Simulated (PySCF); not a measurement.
## First hyperpolarisability: `InChI=1S/C5H3NS/c1-6-5-3-2-4-7-5/h2-4H`

Molfile (atoms numbered from 1):
```
C5H3NS
     RDKit          3D

 10 10  0  0  0  0  0  0  0  0999 V2000
    3.3948    0.5207   -0.0562 C   0  0  0  0  0  0  0  0  0  0  0  0
    2.2303    0.4163   -0.0239 N   0  0  0  0  0  0  0  0  0  0  0  0
    0.8960    0.2910    0.0120 C   0  0  0  0  0  0  0  0  0  0  0  0
    0.1697   -0.8544   -0.1672 C   0  0  0  0  0  0  0  0  0  0  0  0
   -1.2157   -0.6249   -0.0640 C   0  0  0  0  0  0  0  0  0  0  0  0
   -1.5188    0.6754    0.1893 C   0  0  0  0  0  0  0  0  0  0  0  0
   -0.1249    1.6703    0.3114 S   0  0  0  0  0  0  0  0  0  0  0  0
    0.6192   -1.8109   -0.3638 H   0  0  0  0  0  0  0  0  0  0  0  0
   -1.9549   -1.3975   -0.1736 H   0  0  0  0  0  0  0  0  0  0  0  0
   -2.4868    1.1186    0.3133 H   0  0  0  0  0  0  0  0  0  0  0  0
  1  2  3  0
  2  3  1  0
  3  4  2  0
  4  5  1  0
  5  6  2  0
  6  7  1  0
  7  3  1  0
  4  8  1  0
  5  9  1  0
  6 10  1  0
M  CHG  2   1  -1   2   1
M  END
```

Computed with quadratic response PBE0/def2-SVPD first hyperpolarisability, Taylor convention, gas phase in PySCF 2.14.0. Geometry: GFN2-xTB.

(1) What is the first hyperpolarisability, and how does it disperse?

(2) Which lowest excitations, dipole and polarisabilities go with it?

## Answers

(1) In au, Taylor convention; the vector part is βᵢ = ⅓ Σⱼ (βᵢⱼⱼ + βⱼᵢⱼ + βⱼⱼᵢ); β∥ is 3/5 of the vector part along the dipole, the dipole points from − to +:
```csv
process,λ (nm),β vector norm,β∥,β HRS,depolarisation ratio
"static β(0;0,0)",∞,278.6,165.4,125.8,3.90
"second harmonic β(−2ω;ω,ω)",1064,352.3,210.2,157.4,4.08
"Pockels β(−ω;ω,0)",1064,299.7,178.2,–,–
"second harmonic β(−2ω;ω,ω)",800,440.2,263.4,194.6,4.28
"Pockels β(−ω;ω,0)",800,318.0,189.4,–,–
```

(2) S1 5.05 eV (f = 0.232); S2 5.43 eV (f = 0.000); S3 5.55 eV (f = 0.081); dipole 4.13 D; isotropic α 81.4 au static, 82.6 au at 1064 nm, 83.5 au at 800 nm, 86.5 au at 532 nm, 91.7 au at 400 nm.
